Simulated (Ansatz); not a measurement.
Energy needed to pull apart AlIF₂ (SMILES [F][Al]([F])[I]), closed shell, into free ground-state atoms, from the structure below (displaced at random from a GFN2-xTB minimum); no zero-point or spin–orbit terms; open-shell atoms are treated unrestricted, in their ground-state multiplicity.

```xyz
4
angstrom
F 1.2430 0.5960 1.2062
Al 0.1521 -0.0970 0.0387
F 0.2449 -1.7151 -0.1738
I -1.6042 1.2524 -1.2007
```

Program: Ansatz 0.2.0. Basis: def2-TZVPP. Cores are frozen in the correlated methods. Filled d shells of the heavier atoms are correlated. Core potentials replace the inner electrons of the atoms past krypton. The def2 sets are not built for correlating such inner shells, so the correlated values are less sure here.

```
   method  atomization energy (eV)
   PBE-D4                    15.43
  BLYP-D4                    15.13
r2SCAN-D4                        ?
  PBE0-D4                    14.90
 BHLYP-D4                    14.29
  wB97M-V                    15.09
       HF                    11.28
      MP2                    15.87
     CCSD                        ?
  CCSD(T)                    14.88
```

Q: What does r2SCAN-D4 give? (Judge from chemistry; the value comes from the calculation.)

A: Computed: 15.32 eV, which is about 0.44 eV more than CCSD(T)/def2-TZVPP.

Q: What does CCSD give? (To be estimated.)

A: Computed: 14.56 eV, which is about 0.32 eV less than CCSD(T)/def2-TZVPP.

In triple zeta the MP2 and coupled-cluster atomization energies are still short of their basis limit by a few kcal/mol a bond, whereas those of the functionals are nearly converged, so these differences are not deviations from converged CCSD(T).

The T1 diagnostic stays at or below 0.012.

For scale, one of the runs: CCSD(T)/def2-TZVPP forces, 154 basis functions, launched by `ansatz run in.yaml --threads 8 --pin off --events-out ev --progress --plain --max-ram 10444MiB`. Hardware: 8 CPU threads of an Arm Neoverse N1, shared host. Wall time 2.2 min; peak host memory 2.5 GiB.
